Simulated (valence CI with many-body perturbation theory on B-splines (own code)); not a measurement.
# E1 line list for La8+

Level of theory: relativistic CI+MBPT: three valence electrons over a frozen Dirac-Fock core [Kr] 4d10, a basis of 7 s, 7 p, 7 d, 7 f, 4 g, 2 h functions for each j, with the one-electron correlation potential Σ1 (screened to all orders), the two-electron term Σ2, the three-electron term Σ3, Breit, model QED; selected single and double excitations, second order for the rest, scaled by the run's own slope (own B-spline code, finite nucleus).

No measured spectrum was set against this ion. As an estimate, levels hold to about 250 cm⁻¹ or 0.2 % of their energy and the worst to 1 %, as in measured heavy ions of charge 2 to 7; those with d or f electrons hold less well.

Lines 51 to 100 of 580 in falling wavelength, among levels below 65.037 eV, chosen from the strongest by gf and those to the six lowest levels. Wavelengths and rates use the calculated energies, so an error of 400 cm⁻¹ moves a line at 72.44 nm by 0.29 % and its rate by three times that or more. Electric multipoles are in the length gauge, E1 and E2 with the static RPA response of the core. Weak lines are less certain than strong ones. Lines between different terms over intervals too small for the method are left out, as are lines whose strength nearly cancels. Where a level lies close to another of its J and parity, the split of strength between their lines is uncertain. The highest levels of a list are the least certain.

Names give the largest LS component (configuration and term), which can be under half, so a name can repeat, a term be missing and a line seem to break the LS rules; names also repeat where a configuration has a term twice. Letters in brackets count levels of one name in rising energy.

```
λ vac (nm)                  Upper                Lower   A (s⁻¹)  log gf  Branch %
     72.44         4f2 5p 2H°_9/2        4f2 5s 2G_7/2  6.79e+08   -0.27      11.3
     72.20         4f2 5p 2H°_9/2    4f2 5s 2H_9/2 [a]  4.87e+08   -0.42       8.1
     72.08            5p3 2P°_1/2        5s 5p2 2S_1/2  2.00e+09   -0.51      20.8
     71.93     4f2 5p 4G°_9/2 [a]        4f2 5s 4F_9/2  1.12e+09   -0.06      16.0
     71.74  4f 5s 5d 4H°_11/2 [b]       4f2 5s 4H_11/2  1.11e+09    0.01       8.4
     71.74     4f2 5p 4G°_7/2 [b]        4f2 5s 4F_7/2  5.47e+08   -0.47       5.1
     71.64     4f2 5p 4G°_9/2 [a]        4f2 5s 4F_7/2  3.94e+08   -0.52       5.6
     71.46   4f 5s 5d 4D°_3/2 [b]        4f2 5s 4F_5/2  1.50e+09   -0.34       8.4
     71.28  4f 5s 5d 4H°_11/2 [b]        4f2 5s 4H_9/2  4.45e+08   -0.39       3.4
     71.26         4f 5p2 2G°_7/2  4f 5s 5p 2G_7/2 [b]  6.01e+08   -0.44      11.4
     71.19     4f2 5p 4S°_3/2 [b]        4f2 5s 4P_5/2  1.59e+09   -0.31      10.7
     71.13   4f 5s 5d 4G°_7/2 [b]        4f2 5s 4H_9/2  1.08e+09   -0.18       6.9
     71.03        4f 5p2 2H°_11/2  4f 5s 5p 2G_9/2 [b]  1.43e+09    0.11      22.5
     71.02       4f 5s 5d 4D°_5/2        4f2 5s 4F_7/2  1.38e+09   -0.20       7.0
     70.62   4f 5s 5d 2F°_7/2 [a]    4f2 5s 2H_9/2 [b]  1.43e+09   -0.07       7.4
     70.45   4f 5s 5d 4G°_9/2 [b]       4f2 5s 4H_11/2  1.83e+09    0.13      12.1
     70.41   5s 5p 5d 4F°_7/2 [a]  4f 5s 5p 2G_7/2 [a]  9.08e+08   -0.27      18.6
     70.27        4f 5s 5p 4G_9/2       4f 5s2 2F°_7/2  6.93e+06   -2.29     100.0
     70.18  4f 5s 5d 4H°_13/2 [b]       4f2 5s 4H_13/2  2.04e+09    0.32      19.5
     70.00   4f 5s 5d 4G°_9/2 [b]        4f2 5s 4H_9/2  4.30e+08   -0.50       2.8
     69.97   4f 5s 5d 2F°_7/2 [a]    4f2 5s 2H_9/2 [a]  6.55e+08   -0.42       3.4
     69.90   4f 5s 5d 4D°_7/2 [b]        4f2 5s 4F_9/2  2.45e+09    0.16      14.3
     69.76    4f 5s 5p 4F_7/2 [b]       4f 5s2 2F°_7/2  1.17e+08   -1.17      88.0
     69.66  4f 5s 5d 4H°_13/2 [b]       4f2 5s 4H_11/2  3.56e+08   -0.44       3.4
     69.64     4f 5p2 4G°_5/2 [b]      4f 5s 5p 4D_5/2  7.10e+08   -0.51       5.6
     69.56  4f 5s 5d 4G°_11/2 [b]       4f2 5s 4H_13/2  2.82e+09    0.39      20.0
     69.29         4f 5p2 2G°_9/2  4f 5s 5p 2G_7/2 [c]  9.88e+08   -0.15      12.7
     69.24     4f2 5p 4G°_9/2 [a]       4f2 5s 4H_11/2  4.18e+08   -0.52       6.0
     69.08     4f 5p2 4G°_5/2 [a]  4f 5s 5p 2F_5/2 [a]  9.22e+08   -0.40      12.7
     68.89  4f 5s 5d 2H°_11/2 [c]       4f2 5s 2I_11/2  6.80e+08   -0.24       5.1
     68.84    4f 5s 5p 4F_7/2 [b]       4f 5s2 2F°_5/2  1.59e+07   -2.04      12.0
     68.65        4f 5s 5p 4D_5/2       4f 5s2 2F°_7/2  2.82e+07   -1.92       2.5
     68.42          5s 5p2 2D_3/2       5s2 5p 2P°_3/2  6.74e+07   -1.72       2.1
     68.26         4f 5p2 4F°_7/2  4f 5s 5p 2F_7/2 [b]  6.38e+08   -0.45       5.6
     68.25         4f 5p2 2G°_7/2  4f 5s 5p 4F_7/2 [b]  1.12e+09   -0.20      21.3
     68.20         4f 5p2 2H°_9/2  4f 5s 5p 2G_9/2 [a]  1.13e+09   -0.11      26.9
     68.01   5s 5p 5d 4D°_7/2 [a]  4f 5s 5p 2G_9/2 [a]  5.85e+08   -0.49       3.1
     67.89   4f 5s 5d 2F°_7/2 [a]        4f2 5s 4F_9/2  7.78e+08   -0.37       4.0
     67.83         4f 5p2 4F°_9/2  4f 5s 5p 2F_7/2 [b]  5.65e+08   -0.41       5.1
     67.76        4f 5s 5p 4D_5/2       4f 5s2 2F°_5/2  7.19e+07   -1.53       6.3
     67.68   4f 5s 5d 2H°_9/2 [b]    4f2 5s 2H_9/2 [b]  7.04e+08   -0.32       6.1
     67.22        4f2 5p 4I°_11/2       4f2 5s 2H_11/2  4.97e+08   -0.39       6.7
     67.15   5s 5p 5d 4F°_7/2 [b]  4f 5s 5p 2G_7/2 [a]  1.10e+09   -0.22      15.9
     66.95     4f2 5p 2G°_7/2 [a]        4f2 5s 2F_5/2  5.54e+08   -0.53       3.0
     66.87    4f 5s 5p 2G_7/2 [b]       4f 5s2 2F°_7/2  1.45e+08   -1.11      73.0
     66.83        5p3 4S°_3/2 [b]        5s 5p2 2D_5/2  1.13e+09   -0.52      10.0
     66.79    4f 5s 5p 4D_3/2 [a]       4f 5s2 2F°_5/2  1.77e+07   -2.32       0.2
     66.59    4f2 5p 2I°_13/2 [b]       4f2 5s 2I_11/2  3.33e+08   -0.51       7.5
     66.53     4f 5p2 2F°_7/2 [a]  4f 5s 5p 2G_7/2 [b]  6.85e+08   -0.44      11.1
     66.34         4f 5p2 4D°_7/2      4f 5s 5p 4G_9/2  1.15e+09   -0.22      12.1
```
